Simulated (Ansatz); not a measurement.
System: CHBrCl₂, charge 0, singlet. CHBrCl2 (bromo(dichloro)methane, SMILES ClC(Cl)Br).
B3LYP-D3(BJ)/def2-TZVP minimum from Ansatz (a quantum-chemistry and plane-wave program):
```xyz
5

Cl    -1.8413    -0.7036    -0.1103
C     -0.4533     0.2294     0.4683
Cl    -0.5119     1.9040    -0.1009
Br     1.2345    -0.6292    -0.0219
H     -0.4828     0.2405     1.5487
```

Atomisation energy term by term, kcal/mol (programs: Ansatz). UHF or UKS for unpaired electrons; spin-orbit terms are left out. Correlated methods leave the cores frozen (noble-gas shells, and filled d and f shells in the p block). No relativity. CBS(X,Y): correlation extrapolated as X^-3, Hartree-Fock from the larger set. A bracket is a step between two methods taken in the basis named. For partners of very few electrons the exact lower level stands in for a higher one. Spin-orbit terms, left out, reach several kcal/mol for Br and I, and more for heavier atoms.

| term | basis | kcal/mol |
|---|---|---|
| Hartree-Fock | def2-QZVPP | 211.52 |
| CCSD correlation | CBS(def2-TZVPP,def2-QZVPP) | 107.74 |
| (T) | CBS(def2-TZVPP,def2-QZVPP) | 12.27 |
| CCSDT(Q) - CCSD(T) | def2-SVP | 0.43 |
| sum: De |  | 332.0 |
